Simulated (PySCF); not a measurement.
Species: CH6O3Si2.
Bonds: O1–C2 (double), C2–O3, C2–Si4, Si4–O5, O5–Si6. Hydrogens: H7 on O3; H8, H9 on Si4; H10, H11, H12 on Si6.

Jobs on this species (12 atoms, 64 electrons) with PySCF (density fitting). Hardware of each: one thread of an Arm Neoverse V2 (shared host). Times come from a shared host and carry two figures at best. Peak memory is the resident size of the whole Python process, interpreter and libraries included.

```csv
level and settings,work,basis functions,SCF cycles,wall time,peak memory
"delta-SCF UKS SCAN, pcX-1 on the ionised atom, pcseg-1 elsewhere, spin-free X2C","ΔSCF core ionisation, 8 holes",144,?,?,?
"PBE0-D3(BJ)/def2-SVP, grid level 1",geometry optimisation from a GFN2-xTB start shaken at random,122,74,47 s,0.51 GiB
"delta-SCF UKS SCAN, pcX-2 on the ionised atom, pcseg-1 elsewhere, spin-free X2C","ΔSCF core ionisation, 8 holes",164,131,38 s,0.61 GiB
"delta-SCF UKS B3LYP, pcX-2 on the ionised atom, pcseg-1 elsewhere, spin-free X2C","ΔSCF core ionisation, 8 holes",164,121,51 s,0.63 GiB
"delta-SCF UKS PBE0, pcX-2 on the ionised atom, pcseg-1 elsewhere, spin-free X2C","ΔSCF core ionisation, 8 holes",164,119,50 s,0.71 GiB
"delta-SCF UKS SCAN, def2-TZVP on the ionised atom, pcseg-1 elsewhere, spin-free X2C","ΔSCF core ionisation, 8 holes",141,128,38 s,0.53 GiB
"delta-SCF UKS SCAN, pcX-2 on the ionised atom, pcseg-1 elsewhere, non-relativistic","ΔSCF core ionisation, 8 holes",164,130,40 s,0.60 GiB
"delta-SCF UKS PBE, pcX-2 on the ionised atom, pcseg-1 elsewhere, spin-free X2C","ΔSCF core ionisation, 8 holes",164,131,27 s,0.58 GiB
```

Fill in the missing figures.

- delta-SCF UKS SCAN, pcX-1 on the ionised atom, pcseg-1 elsewhere, spin-free X2C; ΔSCF core ionisation, 8 holes: 33 s, 0.53 GiB, 129 SCF cycles

What do all jobs in the table cost together?

About 5.4 min; the longest takes about 16 % of that, and about 1.9 times as long as the shortest.
